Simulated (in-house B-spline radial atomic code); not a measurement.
Results of a calculation; reference values are marked as such.
**Correlation energy from the adiabatic connection: ω²r²/2 − Z/r, ω = 0.199, Z = 3**

Two electrons in a singlet, external potential ω²r²/2 − Z/r, ω = 0.199, Z = 3 (atomic units). Full CI in B-splines (partial waves to l = 8, correlation up to 0.6 % small) with the density held fixed gives W(λ) = <V_ee>_λ − U, and E_c is the integral of W(λ) − W(0) from 0 to 1.

```json
{"λ": "0", "W(λ) − W(0) (hartree)": "0.00000"}
{"λ": "0.02", "W(λ) − W(0) (hartree)": "-0.00189"}
{"λ": "0.05", "W(λ) − W(0) (hartree)": "-0.00470"}
{"λ": "0.12", "W(λ) − W(0) (hartree)": "-0.01117"}
{"λ": "0.25", "W(λ) − W(0) (hartree)": "-0.02287"}
{"λ": "0.4", "W(λ) − W(0) (hartree)": "-0.03587"}
{"λ": "0.6", "W(λ) − W(0) (hartree)": "-0.05242"}
{"λ": "0.8", "W(λ) − W(0) (hartree)": "-0.06813"}
{"λ": "1", "W(λ) − W(0) (hartree)": "-0.08307"}
```

Q: Integrate the table by the trapezoid rule.

A: The strips give -0.00002, -0.00010, -0.00056, -0.00221, -0.00441, -0.00883, -0.01206, -0.01512, which sum to -0.04330 hartree. The direct value, W(1) − W(0) + T_c with T_c = 0.03972, is -0.04335; the curve is convex, so chords lie above it and the trapezoids fall short in size by 0.12 %.

Q: Now use only three numbers: W(0) = -1.6566, the initial slope W'(0) = -0.09469 (extrapolated from the first points) and the strong-coupling limit of the point-charge-plus-continuum model, W∞ = -2.3567. What do second-order theory and the interpolation W(λ) = W∞ + (W(0) − W∞)/√(1 + 2χλ) of Seidl, Perdew and Levy give?

A: Second order keeps the slope alone: E_c = W'(0)/2 = -0.04734, +9 % in size against -0.04335. Matching the slope fixes χ = W'(0)/(W∞ − W(0)) = -0.09469/(-0.70010) = 0.13525. Integrating, with s = √(1 + 2χ) = 1.127166, E_c = −(W(0) − W∞)(s − 1)/(s + 1) = −0.70010 × 0.127166/2.127166 = -0.04185 hartree, -3.4 % in size against the full result. At λ = 1 the formula gives W − W(0) = -0.07898 against -0.08307. Part of the miss can come from the model's W∞.
